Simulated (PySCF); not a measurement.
## Which functional comes closest?

Molecule: SMILES C=CC1CCCCC1, C8H14.

Atoms are numbered as in `[CH2:1]=[CH:2][CH:3]1[CH2:4][CH2:5][CH2:6][CH2:7][CH2:8]1`. Each H is labelled by its parent atom. Ha(C4), Ha(C5), Ha(C6), Ha(C7), Ha(C8) are cis to C2 on the ring; Ha(C1) is cis to C3; Hb(C4), Hb(C5), Hb(C6), Hb(C7), Hb(C8) are trans to C2 on the ring; Hb(C1) is trans to C3.

Geometry PBE0-D3(BJ)/def2-SVP throughout; GIAO in PySCF 2.14, gas phase, one conformer, non-relativistic; equivalent atoms averaged; basis pcSseg-1.

Reference values (measured; solution, not stated per compound (mostly CDCl3 or CCl4); Pretsch, Buehlmann, Badertscher, Structure Determination of Organic Compounds, 4th ed. (2009)): δ(H(C2)) = 5.79 ppm, δ(Hb(C1)) = 4.88 ppm, δ(Ha(C1)) = 4.95 ppm. Computed shifts are taken against TMS, calculated as an isolated molecule at each level.

Q: How do the functionals LDA, OPBE, KT3, B3LYP, PBE0, mPW1PW91, B97-2, wB97X-D perform against the reference? Times are CPU seconds on shared hosts with different chips, so compare them loosely.

A: 
```tsv
functional	kind	H(C2)	Hb(C1)	Ha(C1)	mean abs. error H	core-s
LDA	LDA	5.94	5.17	5.40	0.30	35
OPBE	GGA	5.80	5.15	5.27	0.20	53
KT3	GGA	5.57	4.87	5.04	0.11	43
B3LYP	global hybrid	5.72	4.99	5.18	0.14	31
PBE0	global hybrid	5.80	5.13	5.31	0.21	43
mPW1PW91	global hybrid	5.78	5.12	5.29	0.20	55
B97-2	global hybrid	5.74	5.06	5.23	0.17	29
wB97X-D	range-separated hybrid	5.79	5.13	5.32	0.21	39
```

For $^{1}$H the closest is KT3 (0.11 ppm) and the furthest LDA (0.30 ppm). One molecule is a small sample, and vibrational and solvent effects are absent from the calculation.
